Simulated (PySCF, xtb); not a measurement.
C4H4F2, SMILES C=C(F)/C=C\F.

GFN2-xTB (xtb) at its own geometry gives an orbital gap of 3.59 eV and a dipole moment of 3.62 D.

Geometry: B3LYP-D3(BJ)/def2-SVP. The structure was generated by enumeration; whether it is a known compound was not checked. The values are those of a single conformer.

What does PBE/def2-TZVP in PySCF give? (The exact figures need the calculation; the answer reports its results.)

gap 3.82 eV (levels -5.81 and -1.98 eV), dipole 2.28 D.
